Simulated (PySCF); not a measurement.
Z-matrix (Å, degrees):
```
Ti
N 1 1.8889
H 2 1.0232 1 129.57
H 2 1.0265 3 109.13 1 173.06
N 1 1.8889 2 111.23 3 2.36
H 5 1.0232 1 129.59 2 -122.28
H 5 1.0265 6 109.14 1 173.18
N 1 1.8889 2 111.25 3 -122.30
H 8 1.0232 1 129.51 2 2.31
H 8 1.0265 9 109.14 1 173.13
C 1 2.1159 2 107.62 3 120.05
H 11 1.1086 1 110.73 2 173.87
H 11 1.1086 12 108.19 1 -121.54
H 11 1.1086 12 108.18 13 -116.98
```
Charge 0, multiplicity 1.

Problem. Give the LUMO, dipole moment, HOMO–LUMO gap, total energy, charge on the central atom (meta-Löwdin), charge on the central atom (Mulliken) and HOMO at the level TPSSh-D3(BJ)/def2-TZVP // TPSS-D3(BJ)/def2-SVP (PySCF).

Solution. 
LUMO: -1.37 eV
dipole moment: 1.15 D
HOMO–LUMO gap: 4.81 eV
total energy: -1057.4697 Ha
charge on the central atom (meta-Löwdin): 1.23 e
charge on the central atom (Mulliken): 1.47 e
HOMO: -6.18 eV
